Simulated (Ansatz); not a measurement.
Basis sets compared for TCNQ, `N#CC(C#N)=c1ccc(=C(C#N)C#N)cc1`. Total charge 0; singlet. Geometry PBE-D4/def2-SVP. Ansatz on 4 threads of Arm Neoverse V2 on a shared host; times are rough, and most runs start from earlier orbitals.

```xyz
20

N    -0.700    0.573    4.653
C    -1.121    0.252    3.603
C    -1.618   -0.135    2.323
C    -2.969   -0.592    2.267
N    -4.081   -0.971    2.208
C    -0.814   -0.068    1.169
C     0.552    0.397    1.243
C     1.334    0.463    0.120
C     0.814    0.067   -1.169
C     1.618    0.135   -2.323
C     1.120   -0.251   -3.603
N     0.699   -0.572   -4.653
C     2.968    0.593   -2.267
N     4.080    0.973   -2.209
C    -0.551   -0.399   -1.243
C    -1.333   -0.464   -0.120
H     0.955    0.700    2.221
H     2.373    0.819    0.186
H    -0.955   -0.702   -2.220
H    -2.372   -0.820   -0.186
```

Binding counts from free atoms (N quartet, C triplet, H doublet) in the same basis, without a counterpoise term.

```json
{"level": "PBE-D4/def2-SVP", "functions": "244", "energy (Eh)": "-677.3066", "HOMO (eV)": "-6.84", "LUMO (eV)": "-5.45", "binding per atom (eV)": "6.03", "wall time": "4 s"}
{"level": "PBE0-D4/def2-SVP", "functions": "244", "energy (Eh)": "-677.2999", "HOMO (eV)": "-7.69", "LUMO (eV)": "-5.08", "binding per atom (eV)": "5.79", "wall time": "7 s"}
```

Question: Estimate the rows for PBE-D4/def2-TZVP, PBE0-D4/def2-TZVP (with forces).

Answer: 
```json
{"level": "PBE-D4/def2-TZVP", "functions": "520", "energy (Eh)": "-678.0443", "HOMO (eV)": "-6.98", "LUMO (eV)": "-5.59", "binding per atom (eV)": "5.94", "wall time": "11 s"}
{"level": "PBE0-D4/def2-TZVP (with forces)", "functions": "520", "energy (Eh)": "-678.0336", "HOMO (eV)": "-7.76", "LUMO (eV)": "-5.15", "binding per atom (eV)": "5.70", "wall time": "46 s"}
```
